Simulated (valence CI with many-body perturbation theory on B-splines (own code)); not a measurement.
## Dy²⁷⁺: calculated level list

Computed by relativistic CI+MBPT: three valence electrons over a frozen Dirac-Fock core [Kr], radial functions for each j: 7 s, 7 p, 8 d, 6 f, 4 g, 1 h, with the one-electron correlation potential Σ1 (screened to all orders), the two-electron term Σ2, the three-electron term Σ3, Breit, model QED; selected single and double excitations, second order for the rest, scaled by the run's own slope (own B-spline code, finite nucleus).

The last digits are not significant, and no measured levels were compared; by estimate large intervals hold to a few tenths of a per cent, small ones and those within an open d or f shell to about a per cent. The list stops below the first excitations out of the core.

Levels 1 to 19 of 19, with energies above the lowest level, (4d3/2^3) J=3/2. "Leading %" is the weight of the configuration and term that name the level; weights of strongly mixed levels are sums over their largest components and can fall short. In the jj column 3d3/2^4 stands for four electrons in 3d with j = 3/2. Lifetimes count E1, E2, E3, M1 and M2 decay at the calculated energies, and are blank where another channel may lead or the interval is too uncertain; long ones can be off by a factor of two.

```csv
No.,Configuration,Term,J,E (cm⁻¹),Leading %,g,Lifetime,Leading jj
1,4d³,⁴F,3/2,0.0,60,0.623,,4d3/2^3 (92 %)
2,4d³,⁴F,5/2,56304,88,1.047,191 μs,4d3/2^2 4d5/2 (96 %)
3,4d³,⁴P,3/2,74773,42,1.260,209 μs,4d3/2^2 4d5/2 (94 %)
4,4d³,⁴F,7/2,79138,52,1.092,4.06 ms,4d3/2^2 4d5/2 (87 %)
5,4d³,²G,9/2,84230,43,1.081,780 ms,4d3/2^2 4d5/2 (95 %)
6,4d³,⁴P,1/2,86319,64,1.937,577 μs,4d3/2^2 4d5/2 (99 %)
7,4d³,⁴P,5/2,130150,66,1.422,481 μs,4d3/2^2 4d5/2 (71 %)
8,4d³,²G,7/2,138640,50,1.059,82.9 μs,4d3/2 4d5/2^2 (91 %)
9,4d³,⁴F,9/2,147080,53,1.136,147 μs,4d3/2 4d5/2^2 (90 %)
10,4d³,²D,3/2,159560,41,1.150,57.5 μs,4d3/2 4d5/2^2 (98 %)
11,4d³,²P,1/2,166330,63,1.394,98.0 μs,4d3/2 4d5/2^2 (99 %)
12,4d³,²H,11/2,172630,100,1.088,315 μs,4d3/2 4d5/2^2 (100 %)
13,4d³,²D,5/2,177870,64,1.157,141 μs,4d3/2 4d5/2^2 (71 %)
14,4d³,²F,5/2,188340,48,1.093,175 μs,4d3/2 4d5/2^2 (93 %)
15,4d³,²F,7/2,195570,87,1.111,218 μs,4d3/2 4d5/2^2 (95 %)
16,4d³,²G,9/2,226360,56,1.129,,4d5/2^3 (94 %)
17,4d³,²P,3/2,229100,44,1.097,69.5 μs,4d3/2 4d5/2^2 (56 %)
18,4d³,²D,3/2,270340,80,0.922,59.5 μs,4d5/2^3 (57 %)
19,4d³,²D,5/2,290780,68,1.156,36.1 μs,4d5/2^3 (88 %)
```

The ionisation energy to 4d² ³F2 of the next ion comes out as 969.61 eV (NIST: 969 ± 4 eV (theoretical)). All 19 levels together are meant to be complete up to 812950 cm⁻¹.
